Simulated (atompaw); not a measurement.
## Al (Z = 13): one change to a PAW (atompaw) potential, before and after

```json
{"Element": "aluminium (Al)", "Generator": "atompaw 4.2.0.5", "Type": "PAW", "Functional": "PBE", "Relativity": "non-relativistic", "Frozen core": "[Ne]", "Valence charge": "3", "Reference configuration": "3s2 3p1", "Partial waves": "3s (bound): rc 1.80 bohr; 3s channel at 0.45 Ry: rc 1.80 bohr; 3p (bound): rc 2.45 bohr; 3p channel at 2.9 Ry: rc 2.45 bohr; 3d channel at 0.25 Ry: rc 2.45 bohr; 3d channel at 1.45 Ry: rc 2.45 bohr", "Local potential": "bessel scheme, radius 1.60 bohr", "Core correction": "smooth core density matched at 1.70 bohr", "Augmentation charge": "sinc compensation charge, radius 2.40 bohr; PAW radius 2.45 bohr; waves and projectors: custom polynom vanderbiltortho"}
```

Change: wave 3s channel at 0.45 Ry: rc 1.80 bohr becomes 3s channel at 5.74 Ry: rc 1.80 bohr.

Cutoffs: the cutoffs (Ry, on a coarse ladder) from which the occupation-weighted sum of valence levels, in a spherical-Bessel basis at the reference potential, stays within 10 and 1 mRy of its value at 400 Ry; they do not see the model core or the augmentation charge, which bear on the density cutoff.

**Question.** What does the change do?

**Answer.** The potential gets softer (15 Ry and 18 Ry → 12 Ry and 18 Ry); both files keep a bound ghost (s).

```csv
quantity,base,changed
"cutoff, loose",15 Ry,12 Ry
"cutoff, tight",18 Ry,18 Ry
loose cutoff by channel (10 mRy a level),"s 15 Ry, p 6 Ry","s 10 Ry, p 6 Ry"
bound ghosts,s,s
s: phases at 2.45 bohr within 0.05 rad from the reference energy up to (Ry; the scan ends near 5),4.6,to the end of the scan
p: phases at 2.45 bohr within 0.05 rad from the reference energy up to (Ry; the scan ends near 5),4.9,4.9
d: phases at 2.45 bohr within 0.05 rad from the reference energy up to (Ry; the scan ends near 5),4.3,4.3
lowest overlap eigenvalue by channel,"s 0.35, p 0.74, d 0.97","s 0.02, p 0.74, d 0.97"
```

 A true bound ghost makes a file unfit for plane-wave use even where its test errors are small: the radial tests pick states by their node count and pass the ghost by. The cutoffs see the waves, projectors and local potential, not the compensation charge or the core.
